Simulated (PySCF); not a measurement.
HClSi, charge +1, doublet, geometry from GFN2-xTB (a state made from the parent by changing its charge; the spin is typed, not shown lowest); PySCF with HF/aug-cc-pVDZ.

PySCF was given this input:
```python
from pyscf import gto, scf

mol = gto.M(
    atom='''
Si    0.86135093   -0.21951955    0.44274278
H     2.20871354   -0.51186238   -0.05259738
Cl   -0.83927215    0.21089035   -0.36151774
''',
    basis='aug-cc-pvdz',
    charge=1,
    spin=1,
    verbose=4,
)

mf = scf.UHF(mol)
mf.kernel()
mf.analyze()
```

The log (banner, timings and long lists left out):

```
PySCF version 2.14.0

[INPUT] verbose = 4
[INPUT] num. atoms = 3
[INPUT] num. electrons = 31
[INPUT] charge = 1
[INPUT] spin (= nelec alpha-beta = 2S) = 1
[INPUT] symmetry False subgroup None
[INPUT] Mole.unit = angstrom
[INPUT] Symbol           X                Y                Z      unit          X                Y                Z       unit  Magmom
[...]
nuclear repulsion = 73.1770868783395
number of shells = 21
number of NR pGTOs = 111
number of NR cGTOs = 63
basis = aug-cc-pvdz
ecp = {}

******** <class 'pyscf.scf.uhf.UHF'> ********
method = UHF
initial guess = minao
damping factor = 0
level_shift factor = 0
DIIS = <class 'pyscf.scf.diis.CDIIS'>
diis_start_cycle = 1
diis_space = 8
diis_damp = 0
SCF conv_tol = 1e-09
SCF conv_tol_grad = None
SCF max_cycles = 50
direct_scf = True
direct_scf_tol = 1e-13
number electrons alpha = 16  beta = 15
Set gradient conv threshold to 3.16228e-05
init E= -749.101284200267

cycle= 1 E= -748.624591961853  delta_E= 0.477  |g|= 0.276  |ddm|= 1.03
cycle= 2 E= -748.693840289585  delta_E= -0.0692  |g|= 0.109  |ddm|= 0.576
cycle= 3 E= -748.702839918939  delta_E= -0.009  |g|= 0.0322  |ddm|= 0.171
cycle= 4 E= -748.704297995969  delta_E= -0.00146  |g|= 0.0108  |ddm|= 0.0963
cycle= 5 E= -748.704552639918  delta_E= -0.000255  |g|= 0.00441  |ddm|= 0.0381
cycle= 6 E= -748.70460640335  delta_E= -5.38e-05  |g|= 0.00216  |ddm|= 0.0154
cycle= 7 E= -748.704621926231  delta_E= -1.55e-05  |g|= 0.000786  |ddm|= 0.00914
cycle= 8 E= -748.704623844112  delta_E= -1.92e-06  |g|= 0.000267  |ddm|= 0.00349
cycle= 9 E= -748.704624057624  delta_E= -2.14e-07  |g|= 9.98e-05  |ddm|= 0.00103
cycle= 10 E= -748.70462409022  delta_E= -3.26e-08  |g|= 2.95e-05  |ddm|= 0.000443
cycle= 11 E= -748.704624092554  delta_E= -2.33e-09  |g|= 1.06e-05  |ddm|= 8.58e-05
cycle= 12 E= -748.704624092802  delta_E= -2.47e-10  |g|= 3.64e-06  |ddm|= 2.69e-05
Extra cycle  E= -748.70462409282  delta_E= -1.81e-11  |g|= 2.06e-06  |ddm|= 5.38e-06
converged SCF energy = -748.70462409282  <S^2> = 0.75891214  2S+1 = 2.0088924
**** SCF Summaries ****
Total Energy =                        -748.704624092819927
Nuclear Repulsion Energy =              73.177086878339452
One-electron Energy =                -1173.251165537601082
Two-electron Energy =                  351.369454566441732
Two-electron Coulomb Energy =          399.430467544388819
DFT Exchange-Correlation Energy =      -48.061012977947087
**** MO energy ****
[...]
spin_pop of  0 Si 4pz       0.00440
spin_pop of  0 Si 5px       0.00004
spin_pop of  0 Si 5py       0.00001
spin_pop of  0 Si 5pz      -0.00005
spin_pop of  0 Si 3dxy      0.00125
spin_pop of  0 Si 3dyz     -0.00060
spin_pop of  0 Si 3dz^2     0.00273
spin_pop of  0 Si 3dxz      0.00029
spin_pop of  0 Si 3dx2-y2    0.00316
spin_pop of  0 Si 4dxy      0.00001
spin_pop of  0 Si 4dyz     -0.00002
spin_pop of  0 Si 4dz^2    -0.00007
spin_pop of  0 Si 4dxz     -0.00001
spin_pop of  0 Si 4dx2-y2    0.00002
spin_pop of  1 H 1s        0.13485
spin_pop of  1 H 2s        0.00049
spin_pop of  1 H 3s        0.00030
spin_pop of  1 H 2px       0.00094
spin_pop of  1 H 2py       0.00011
spin_pop of  1 H 2pz      -0.00027
spin_pop of  1 H 3px       0.00030
spin_pop of  1 H 3py       0.00007
spin_pop of  1 H 3pz       0.00032
spin_pop of  2 Cl 1s       -0.00000
spin_pop of  2 Cl 2s       -0.00000
spin_pop of  2 Cl 3s        0.00208
spin_pop of  2 Cl 4s        0.00006
spin_pop of  2 Cl 5s        0.00028
spin_pop of  2 Cl 2px       0.00000
spin_pop of  2 Cl 2py      -0.00000
spin_pop of  2 Cl 2pz       0.00000
spin_pop of  2 Cl 3px       0.00141
spin_pop of  2 Cl 3py      -0.01329
spin_pop of  2 Cl 3pz       0.08304
spin_pop of  2 Cl 4px       0.00061
spin_pop of  2 Cl 4py       0.00012
spin_pop of  2 Cl 4pz       0.00253
spin_pop of  2 Cl 5px       0.00022
spin_pop of  2 Cl 5py       0.00003
spin_pop of  2 Cl 5pz      -0.00005
spin_pop of  2 Cl 3dxy      0.00016
spin_pop of  2 Cl 3dyz      0.00002
spin_pop of  2 Cl 3dz^2     0.00030
spin_pop of  2 Cl 3dxz     -0.00221
spin_pop of  2 Cl 3dx2-y2    0.00037
spin_pop of  2 Cl 4dxy     -0.00005
spin_pop of  2 Cl 4dyz      0.00001
spin_pop of  2 Cl 4dz^2     0.00006
spin_pop of  2 Cl 4dxz      0.00007
spin_pop of  2 Cl 4dx2-y2   -0.00000
 ** Mulliken Spin Density (per atom)  **
spin density of  0 Si =      0.78711
spin density of  1 H =      0.13711
spin density of  2 Cl =      0.07578
 ** Mulliken pop alpha/beta on meta-lowdin orthogonal AOs **
 ** Mulliken pop       alpha | beta **
In total            16.00000 | 15.00000
 ** Mulliken atomic charges   ( Nelec_alpha | Nelec_beta ) **
charge of  0Si =      1.02990  (     6.87860      6.09150 )
charge of  1H =      0.00635  (     0.56538      0.42827 )
charge of  2Cl =     -0.03625  (     8.55601      8.48023 )

WARN: System has nonzero charge 1; the dipole moment is origin-dependent.
Location of origin: [0. 0. 0.]

Dipole moment(X, Y, Z, Debye):  3.59417, -0.88593,  1.14786
```
